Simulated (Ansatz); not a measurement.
FGeH₃OSi, SMILES `[F][GeH]1[O][SiH2]1`, one more setting.

```yaml
crystal:
  periodic: [false, false, false]
  atoms:
    - {symbol: F, position_ang: [-1.022720, -1.989825, 0.937641]}
    - {symbol: Ge, position_ang: [-0.147701, -1.090872, -0.264188]}
    - {symbol: O, position_ang: [-0.946541, 0.596624, -0.388060]}
    - {symbol: Si, position_ang: [0.527304, 1.008044, 0.232367]}
    - {symbol: H, position_ang: [-0.368544, -1.867005, -1.567546]}
    - {symbol: H, position_ang: [0.579019, 1.480271, 1.635944]}
    - {symbol: H, position_ang: [1.440381, 1.794764, -0.631859]}
basis:
  gaussian: {orbitals: aug-cc-pVDZ, point_charges: [{charge: 0.50, position_ang: [5.484, -0.816, 0.376]}]}
hamiltonian: {xc: {name: BLYP}}
accuracy: high
output: {forces: true}
```

```sh
$ ansatz run in.yaml --threads 2 --pin off --events-out ev --progress --plain --max-ram 4352MiB
```

Shortened log:

```
Functional definition: BLYP
2738 factors; integrals over basis functions are off by at most 4.4e-9 eV
mean field evaluation 1: about -69198.9705 eV, gradient 7.8e1 eV
mean field evaluation 2: about -69035.4885 eV, gradient 2.2e2 eV
mean field evaluation 4: about -69206.1639 eV, gradient 4.6e1 eV
mean field evaluation 8: about -69210.0133 eV, gradient 3.6e-1 eV
mean field evaluation 16: about -69210.0101 eV, gradient 9.4e-5 eV
mean field -69210.01008366 eV, -2543.4209583447 hartree, gradient 8.1e-9 eV, S^2 0.000000; 0 other end points of the search recorded, 0 dependent functions left out
reference -69210.01015490 eV, -2543.4209609628 hartree; 33, 33 occupied and 103, 103 virtual orbitals, 2738 factors
Total energy: -69210.01015490 eV, -2543.4209609628 hartree
Atom 0 at    -1.022720    -1.989825     0.937641 Å, force    -0.714330    -0.771376     1.050873 eV/Å
Atom 1 at    -0.147701    -1.090872    -0.264188 Å, force     0.962118    -0.643442    -0.840169 eV/Å
Atom 2 at    -0.946541     0.596624    -0.388060 Å, force    -2.031273     0.375810    -0.803121 eV/Å
Atom 3 at     0.527304     1.008044     0.232367 Å, force     1.568731     0.921793     0.776428 eV/Å
Atom 4 at    -0.368544    -1.867005    -1.567546 Å, force    -0.063799    -0.138693    -0.291386 eV/Å
Atom 5 at     0.579019     1.480271     1.635944 Å, force     0.031320     0.086455     0.306844 eV/Å
Atom 6 at     1.440381     1.794764    -0.631859 Å, force     0.236104     0.178875    -0.204011 eV/Å
Dipole moment:     0.393224     0.191696    -0.185581 e Å
```

Hardware: 2 threads of an Arm Neoverse V1 on a shared host. Wall time 15 s, peak host memory 0.48 GiB.
